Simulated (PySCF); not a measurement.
Molecule: `C(C)(C)(C)S(C)(=O)=O`, C5H12O2S.

Structure with atom numbers: `[CH3:1][C:2]([CH3:3])([CH3:4])[S:5]([CH3:6])(=[O:7])=[O:8]`. Hydrogens are named by the atom that carries them.

Geometry PBE0-D3(BJ)/def2-SVP throughout; GIAO in PySCF, gas phase, one conformer, non-relativistic; equivalent atoms averaged; basis pcSseg-1.

Task: How do the shifts δ (against TMS, CS2, H2O at the same level) depend on the functional? (ppm; last column core-seconds on shared hosts with different chips, so compare them loosely; the GGAs took longer than the global hybrids here, which isn't the general rule, and the cause wasn't traced)

Result: 
```csv
functional,kind,C2,C6,C1/C3/C4,S5,O7/O8,H(C6),H(C1)/H(C3)/H(C4),core-s
HF,Hartree–Fock,52.1,33.4,21.4,303.5,142.3,2.47,1.28,30
PBE,GGA,65.7,37.3,24.7,325.9,212.4,2.60,1.30,79
KT3,GGA,62.2,35.4,23.8,306.9,198.0,2.54,1.30,79
B3LYP,global hybrid,65.0,37.6,24.4,333.9,199.4,2.55,1.30,53
PBE0,global hybrid,62.4,36.7,23.7,322.1,195.0,2.55,1.28,38
WP04,global hybrid,69.5,39.0,24.3,322.4,186.4,2.55,1.32,42
B97-2,global hybrid,62.0,36.5,23.6,321.7,189.9,2.55,1.29,57
BHandHLYP,global hybrid,60.7,36.4,23.3,324.2,179.0,2.51,1.29,38
wB97X-D,range-separated hybrid,62.5,37.8,23.9,325.6,189.4,2.54,1.28,45
```

Task: Which nucleus moves most, in ppm?

Result: O7/O8 (S=O oxygen): from 142.3 ppm with HF to 212.4 ppm with PBE. The smallest spread is 0.04 ppm, at H(C1)/H(C3)/H(C4). Proton shifts span only some 12 ppm, so a few tenths of a ppm matter as much there as several ppm in carbon.
